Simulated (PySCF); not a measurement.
A species of formula C2H8BNO2 has this rotational fingerprint, computed with PBE0-D3(BJ)/def2-SVP geometry optimisation, gas phase (PySCF):

```
Rotational constants : A = 4678, B = 2921, C = 1960 MHz
Dipole components    : |μa| = 1.47 D, |μb| = 1.00 D, |μc| = 0.04 D
Inertial defect      : -23.18 u·Å²
κ                    : -0.29
```

Question: Which structure is it? (One computed conformer of each.)
A. `[CH3:1][O:2][CH2:3][O:4][BH:5][NH2:6]` with C1–O2–C3–O4 -65°, O2–C3–O4–B5 179°, C3–O4–B5–N6 0°
B. `[CH3:1][N:2]([CH3:3])[B:4]([OH:5])[OH:6]` with N2–B4–O5–H 180°, N2–B4–O6–H 180°
C. `[CH3:1][C@@H:2]([NH2:3])[B:4]([OH:5])[OH:6]` with C1–C2–N3–H 72° and -176°, C1–C2–B4–O5 -129°, C2–B4–O5–H 180°, C2–B4–O6–H -1°

Answer: C. It is C[C@@H](N)B(O)O, an asymmetric top, point group C1. The candidates at the same level (rigid rotor, commonest isotopes):

```csv
SMILES,A (MHz),B (MHz),C (MHz),μa (D),μb (D),μc (D),Δ (u·Å²),point group,rotor
C[C@@H](N)B(O)O,4678,2921,1960,1.47,1.00,0.04,-23.18,C1,asymmetric top
COCOBN,10999,1744,1634,1.26,1.62,1.79,-26.29,C1,near-prolate asymmetric top
CN(C)B(O)O,4875,3199,1980,1.87,0.00,0.00,-6.39,C2v,asymmetric top
```

`CN(C)B(O)O` has B 10 % too high; `COCOBN` has A 135 % too high. No structure here is proved a minimum.
